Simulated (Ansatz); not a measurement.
Correlation energies of FH3NO2Ta, SMILES `[NH]=[Ta]([OH])([OH])[F]` by basis set

```xyz
8

N     1.230    0.134   -0.854
Ta   -0.018   -0.315    0.309
O    -0.384    1.173    1.439
O    -1.608   -0.782   -0.630
F     0.573   -1.782    1.346
H     1.973    0.348   -1.496
H     0.012    2.043    1.457
H    -1.778   -0.818   -1.571
```

Charge 0, multiplicity 1. Correlated methods include outer-core shells of Ta, which these sets cover unevenly. Ta: def2 effective core potential. The structure was optimised at the PBE0-D4/def2-TZVP level. It is one conformer, not always the lowest. Frozen core, restricted reference, the Gaussian-basis code of Ansatz.

```
     basis     HF (Eh)  MP2 corr.  CCSD corr.  (T)  CCSD(T) total
  def2-SVP  -361.70161   -1.03101           ?    ?              ?
def2-TZVPP  -362.11722   -1.35430    -1.33161    ?              ?
def2-QZVPP  -362.13222          ?           –    –              –
```

(1) Fill in the withheld values. (An estimate is asked.)

## Answers

(1) The calculation gave: def2-SVP CCSD corr.: -1.02058; def2-SVP (T): -0.03506; def2-SVP CCSD(T) total: -362.75725; def2-TZVPP (T): -0.05921; def2-TZVPP CCSD(T) total: -363.50804; def2-QZVPP MP2 corr.: -1.48397.
